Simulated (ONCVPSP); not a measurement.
# Building the ONCV potential for nickel (PBEsol, scalar-relativistic).

Input for ONCVPSP 4.0.1:

```
# ATOM AND REFERENCE CONFIGURATION
# atsym  z   nc   nv     iexc    psfile
  Ni 28.00    3    3  -116133      upf
#
#   n    l    f
    1    0    2.00
    2    0    2.00
    2    1    6.00
    3    0    2.00
    3    1    6.00
    3    2    7.00
#
# PSEUDOPOTENTIAL AND OPTIMIZATION
# lmax
    2
#
#   l,   rc,      ep,       ncon, nbas, qcut
    0    1.00    0.00    5   10    9.80
    1    1.00    0.00    3    7   12.30
    2    1.35    0.00    4    8   11.70
#
# LOCAL POTENTIAL
# lloc, lpopt,  rc(5),   dvloc0
    4    5    0.75    3.00
#
# VANDERBILT-KLEINMAN-BYLANDER PROJECTORs
# l, nproj, debl
    0    1    1.90
    1    1    1.90
    2    1    3.30
#
# MODEL CORE CHARGE
# icmod, fcfact, rcfact
    0    0.00    0.00
#
# LOG DERIVATIVE ANALYSIS
# epsh1, epsh2, depsh
   -7.00    5.00    0.04
#
# OUTPUT GRID
# rlmax, drl
    6.00    0.01
#
# TEST CONFIGURATIONS
# ncnf
    4
# nvcnf
#   n    l    f
    4
    3    0    2.00
    3    1    6.00
    3    2    8.00
    4    0    2.00
#
    4
    3    0    2.00
    3    1    6.00
    3    2    8.00
    4    0    1.00
#
    3
    3    0    2.00
    3    1    6.00
    3    2    8.00
#
    4
    3    0    2.00
    3    1    6.00
    3    2    8.50
    4    0    1.50
#
```

Command:

```bash
oncvpsp.x < Ni.dat > Ni.out
```

Resulting log (shortened: citation, most of the input echo, consistency checks and plot data are left out):

```
ONCVPSP  (Optimized Norm-Conservinng Vanderbilt PSeudopotential)
scalar-relativistic version 4.0.1

#   n    l    f        energy (Ha)
    1    0    2.00    -3.0298357E+02
    2    0    2.00    -3.7527661E+01
    2    1    6.00    -3.2503924E+01
    3    0    2.00    -5.5215718E+00
    3    1    6.00    -4.0617490E+00
    3    2    7.00    -1.7283234E+00

Reference configufation results
  iterations    20
  all-electron total energy (Ha)   -1.51688258D+03

Begin loop to  construct optimized pseudo wave functions
and semi-local pseudopoentials for all angular momenta

Calculating optimized projector #   1

 for l=   0

    Fraction of norm inside rc  0.842108
    Optimizing pswf for qcut=   9.78 a_B^-1,  ecut=  47.83 Ha
    Residual kinetic energy error=  1.07D-03 Ha

    Energy error per electron        Cutoff
         Ha          eV             Ha
         0.01000     0.27211       36.95
         0.00100     0.02721       48.82
         0.00010     0.00272      261.50
         0.00001     0.00027      308.81

Calculating optimized projector #   1

 for l=   1

    Fraction of norm inside rc  0.796651
    Optimizing pswf for qcut=  12.29 a_B^-1,  ecut=  75.51 Ha
    Residual kinetic energy error=  5.21D-07 Ha

    Energy error per electron        Cutoff
         Ha          eV             Ha
         0.01000     0.27211       32.77
         0.00100     0.02721       41.53
         0.00010     0.00272       48.85
         0.00001     0.00027       54.82

Calculating optimized projector #   1

 for l=   2

    Fraction of norm inside rc  0.851547
    Optimizing pswf for qcut=  11.72 a_B^-1,  ecut=  68.63 Ha
    Residual kinetic energy error=  4.92D-06 Ha

    Energy error per electron        Cutoff
         Ha          eV             Ha
         0.01000     0.27211       47.06
         0.00100     0.02721       55.24
         0.00010     0.00272       61.36
         0.00001     0.00027       66.98

Construct Vanderbilt / Kleinmman-Bylander projectors

Pseudoatom total energy -164.492639

Diagnostic tests using Vanderbilt-Kleinman-Bylander pseudopotentials
  1 or more projectors used as specified by nproj input data

   l    rcore       rmatch      e in        delta e   norm test  slope test

   0   1.0021223   1.0325489  -5.5215718  -0.0000248   0.9999908   1.0000047

   1   1.0021223   1.0325489  -4.0617490  -0.0000270   0.9999894   1.0000259

   2   1.3515116   1.3925464  -1.7283234  -0.0000059   0.9999940   1.0000134

 Testing for bound ghosts
   n   l    E NL Schr. Eq   E Basis Diag.   E Cutoff

   1   0       -5.521597       -5.521550    347.90

   2   1       -4.061776       -4.061534    154.26

   3   2       -1.728329       -1.727980    141.63

 Testing for highly-localized positive-energy ghosts
       l    <radius>/rc     E Basis Diag.   E Cutoff

Test configuration 0

   n   l     f        eae           eps        diff
   1   0  2.0000 -302.98356898
   2   0  2.0000  -37.52766068
   2   1  6.0000  -32.50392377
   3   0  2.0000   -5.52157176   -5.52159655   -2.48D-05
   3   1  6.0000   -4.06174897   -4.06177599   -2.70D-05
   3   2  7.0000   -1.72832343   -1.72832934   -5.91D-06

    Total energies and differences
      AE_ref= -1.51688258D+03  AE_tst= -1.51688258D+03  dif=  0.00D+00
      PS_ref= -1.64492639D+02  PS_tst= -1.64492639D+02  dif=  3.13D-13
      PSP excitation error= -3.13D-13

Test configuration 1

   n   l     f        eae           eps        diff
   1   0  2.0000 -301.50409289
   2   0  2.0000  -36.04595739
   2   1  6.0000  -31.02262425
   3   0  2.0000   -4.07099776   -4.05846577    1.25D-02
   3   1  6.0000   -2.61856205   -2.60629576    1.23D-02
   3   2  8.0000   -0.32709799   -0.31873930    8.36D-03
   4   0  2.0000   -0.20809704   -0.21102975   -2.93D-03

    Total energies and differences
      AE_ref= -1.51688258D+03  AE_tst= -1.51923584D+03  dif= -2.35D+00
      PS_ref= -1.64492639D+02  PS_tst= -1.66859723D+02  dif= -2.37D+00
      PSP excitation error=  1.38D-02

Test configuration 2

   n   l     f        eae           eps        diff
   1   0  2.0000 -301.84076310
   2   0  2.0000  -36.37529413
   2   1  6.0000  -31.35257772
   3   0  2.0000   -4.40592003   -4.39691707    9.00D-03
   3   1  6.0000   -2.95400625   -2.94521844    8.79D-03
   3   2  8.0000   -0.65982914   -0.65505218    4.78D-03
   4   0  1.0000   -0.48425497   -0.49059255   -6.34D-03

    Total energies and differences
      AE_ref= -1.51688258D+03  AE_tst= -1.51889271D+03  dif= -2.01D+00
      PS_ref= -1.64492639D+02  PS_tst= -1.66511992D+02  dif= -2.02D+00
      PSP excitation error=  9.22D-03

Test configuration 3

   n   l     f        eae           eps        diff
   1   0  2.0000 -302.23184236
   2   0  2.0000  -36.75496809
   2   1  6.0000  -31.73320281
   3   0  2.0000   -4.79274460   -4.78916333    3.58D-03
   3   1  6.0000   -3.34120912   -3.33771178    3.50D-03
   3   2  8.0000   -1.04147512   -1.04193994   -4.65D-04

    Total energies and differences
      AE_ref= -1.51688258D+03  AE_tst= -1.51825836D+03  dif= -1.38D+00
      PS_ref= -1.64492639D+02  PS_tst= -1.65869075D+02  dif= -1.38D+00
      PSP excitation error=  6.50D-04

Test configuration 4

   n   l     f        eae           eps        diff
   1   0  2.0000 -301.40471261
   2   0  2.0000  -35.93480983
   2   1  6.0000  -30.91262487
   3   0  2.0000   -3.97115707   -3.96077674    1.04D-02
   3   1  6.0000   -2.52138659   -2.51119492    1.02D-02
   3   2  8.5000   -0.24294996   -0.23730104    5.65D-03
   4   0  1.5000   -0.18565443   -0.18863427   -2.98D-03

    Total energies and differences
      AE_ref= -1.51688258D+03  AE_tst= -1.51927949D+03  dif= -2.40D+00
      PS_ref= -1.64492639D+02  PS_tst= -1.66898422D+02  dif= -2.41D+00
      PSP excitation error=  8.87D-03
```

The run took about 3.4 s on one core of a shared server CPU.
